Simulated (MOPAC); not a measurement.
MOPAC input (AM1):

```
AM1 1SCF UHF MS=0.5 GEO-OK AUX(PRECISION=9) THREADS=1
CH4FSi

C     1.53135800 1    0.34930600 1    0.14838200 1
Si   -0.30050500 1    0.31653100 1    0.19603400 1
F    -0.83770300 1   -0.99927100 1   -0.55858700 1
H     2.13709500 1   -0.53308500 1    0.32384300 1
H     2.09452700 1    1.25856800 1   -0.02927100 1
H    -0.81348700 1    0.23745600 1    1.58321000 1
H    -0.85988900 1    1.50322400 1   -0.48527000 1
```

Output:

```
 *******************************************************************************
 **                                                                           **
 **                              MOPAC v23.2.5                                **
 **                                                                           **
 *******************************************************************************
 ** MOPAC's Digital Object Identifier: https://doi.org/10.5281/zenodo.6511958 **
 **                                                                           **
 ** Please cite the open-source release paper for use of this MOPAC version:  **
 ** J. E. Moussa and J. J. P. Stewart (2026)                                  **
 ** MOPAC: An open-source semiempirical molecular orbital program             **
 ** J. Open Source Softw., 11(119), 8025, https://doi.org/10.21105/joss.08025 **
 *******************************************************************************

                              AM1 CALCULATION RESULTS

 *******************************************************************************
 *  AM1        - The AM1 Hamiltonian to be used
 *  GEO-OK     - OVERRIDE INTERATOMIC DISTANCE AND OTHER SAFETY CHECKS
 *  UHF        - UNRESTRICTED HARTREE-FOCK CALCULATION
 *  MS=        - IN MECI, MAGNETIC COMPONENT OF SPIN =  0.5
 *  1SCF       - DO 1 SCF AND THEN STOP
 *  AUX        - OUTPUT AUXILIARY INFORMATION
 *******************************************************************************
AM1 1SCF UHF MS=0.5 GEO-OK AUX(PRECISION=9) THREADS=1
 CH4FSi

   ATOM   CHEMICAL          X               Y               Z
  NUMBER   SYMBOL      (ANGSTROMS)     (ANGSTROMS)     (ANGSTROMS)

     1       C          1.53135800  *   0.34930600  *   0.14838200  *
     2      Si         -0.30050500  *   0.31653100  *   0.19603400  *
     3       F         -0.83770300  *  -0.99927100  *  -0.55858700  *
     4       H          2.13709500  *  -0.53308500  *   0.32384300  *
     5       H          2.09452700  *   1.25856800  *  -0.02927100  *
     6       H         -0.81348700  *   0.23745600  *   1.58321000  *
     7       H         -0.85988900  *   1.50322400  *  -0.48527000  *

          CARTESIAN COORDINATES

    NO.       ATOM           X           Y           Z

     1         C          1.5314      0.3493      0.1484
     2        Si         -0.3005      0.3165      0.1960
     3         F         -0.8377     -0.9993     -0.5586
     4         H          2.1371     -0.5331      0.3238
     5         H          2.0945      1.2586     -0.0293
     6         H         -0.8135      0.2375      1.5832
     7         H         -0.8599      1.5032     -0.4853

  H: (AM1): M.J.S. DEWAR ET AL, J. AM. CHEM. SOC. 107 3902-3909 (1985)
  C: (AM1): M.J.S. DEWAR ET AL, J. AM. CHEM. SOC. 107 3902-3909 (1985)
  F: (AM1): M.J.S. DEWAR AND E. G. ZOEBISCH, THEOCHEM, 180, 1 (1988).
 Si: (AM1): M.J.S.DEWAR, C. JIE, ORGANOMETALLICS, 6, 1486-1490 (1987).

           Empirical Formula: C H4 Si F  =     7 atoms

      MOLECULAR POINT GROUP   :   C1

          UHF CALCULATION, NO. OF ALPHA ELECTRONS =   10
                           NO. OF BETA  ELECTRONS =    9

 -------------------------------------------------------------------------------
 AM1 1SCF UHF MS=0.5 GEO-OK AUX(PRECISION=9) THREADS=1
 CH4FSi

     1SCF WAS SPECIFIED, SO BFGS WAS NOT USED
     SCF FIELD WAS ACHIEVED

                              AM1 CALCULATION
                                                       MOPAC v23.2.5 Linux

          FINAL HEAT OF FORMATION =        -65.93137 KCAL/MOL =    -275.85686 KJ/MOL

          COSMO AREA              =        100.08 SQUARE ANGSTROMS
          COSMO VOLUME            =         86.54 CUBIC ANGSTROMS

          IONIZATION POTENTIAL    =         10.289578 EV
          ALPHA SOMO LUMO (EV)    =        -10.290  1.398
          BETA  SOMO LUMO (EV)    =        -11.522  0.242
          NO. OF ALPHA ELECTRONS  =         10
          NO. OF BETA  ELECTRONS  =          9
          MOLECULAR WEIGHT        =         63.1265         POINT GROUP:  C1

          MOLECULAR DIMENSIONS (Angstroms)

            Atom       Atom       Distance
            H     5    F     3     3.73845
            H     4    H     7     3.50099
            H     6    H     5     2.15333

          SCF CALCULATIONS        =          1

   ATOM   CHEMICAL          X               Y               Z
  NUMBER   SYMBOL      (ANGSTROMS)     (ANGSTROMS)     (ANGSTROMS)

     1       C          1.53135800  *   0.34930600  *   0.14838200  *
     2      Si         -0.30050500  *   0.31653100  *   0.19603400  *
     3       F         -0.83770300  *  -0.99927100  *  -0.55858700  *
     4       H          2.13709500  *  -0.53308500  *   0.32384300  *
     5       H          2.09452700  *   1.25856800  *  -0.02927100  *
     6       H         -0.81348700  *   0.23745600  *   1.58321000  *
     7       H         -0.85988900  *   1.50322400  *  -0.48527000  *

                             CARTESIAN COORDINATES

   1    C        1.531358000     0.349306000     0.148382000
   2   Si       -0.300505000     0.316531000     0.196034000
   3    F       -0.837703000    -0.999271000    -0.558587000
   4    H        2.137095000    -0.533085000     0.323843000
   5    H        2.094527000     1.258568000    -0.029271000
   6    H       -0.813487000     0.237456000     1.583210000
   7    H       -0.859889000     1.503224000    -0.485270000

           Empirical Formula: C H4 Si F  =     7 atoms

      MOLECULAR POINT GROUP   :   C1

          ALPHA EIGENVALUES
 -47.72948 -28.08105 -17.15068 -15.59796 -15.22495 -14.36894 -13.60281 -12.09540
 -11.73250 -10.28958   1.39818   1.42736   1.57335   2.53913   4.42592   4.52782

           BETA EIGENVALUES
 -47.72927 -26.23378 -17.11822 -15.54284 -15.19392 -14.12156 -13.36054 -11.65512
 -11.52186   0.24232   1.44864   1.87238   1.91825   2.65792   4.79378   5.21500

              NET ATOMIC CHARGES AND DIPOLE CONTRIBUTIONS

  ATOM NO.   TYPE          CHARGE      No. of ELECS.   s-Pop       p-Pop
    1          C          -0.580795        4.5808     1.36291     3.21788
    2         Si           1.306067        2.6939     0.78339     1.91054
    3          F          -0.456208        7.4562     1.87593     5.58028
    4          H           0.116257        0.8837     0.88374
    5          H           0.112693        0.8873     0.88731
    6          H          -0.245571        1.2456     1.24557
    7          H          -0.252442        1.2524     1.25244
 DIPOLE           X         Y         Z       TOTAL
 POINT-CHG.     0.008     1.482     0.926     1.747
 HYBRID         0.709    -0.309    -0.213     0.802
 SUM            0.717     1.173     0.713     1.549

          ATOMIC ORBITAL ELECTRON POPULATIONS

     Atom    s        px        py        pz
    1  C   1.36291   1.17232   1.05115   0.99441
    2 Si   0.78339   0.64299   0.56875   0.69880
    3  F   1.87593   1.91429   1.77193   1.89406
    4  H   0.88374
    5  H   0.88731
    6  H   1.24557
    7  H   1.25244

                    (SZ)    =    0.500000
                    (S**2)  =    0.766360

          ATOMIC ORBITAL SPIN POPULATIONS

    Atom   Total    s     px     py     pz
         Atomic
    1  C  1.1720  0.063  0.075  0.092  0.942
    2 Si -0.1141 -0.026 -0.060 -0.004 -0.025
    3  F -0.0008  0.000 -0.005  0.005 -0.001
    4  H -0.0575 -0.057
    5  H -0.0575 -0.057
    6  H  0.0480  0.048
    7  H  0.0099  0.010

 **********************
 *                    *
 * JOB ENDED NORMALLY *
 *                    *
 **********************

 == MOPAC DONE ==
```

The geometry given is a B3LYP-D3(BJ)/def2-TZVP minimum.
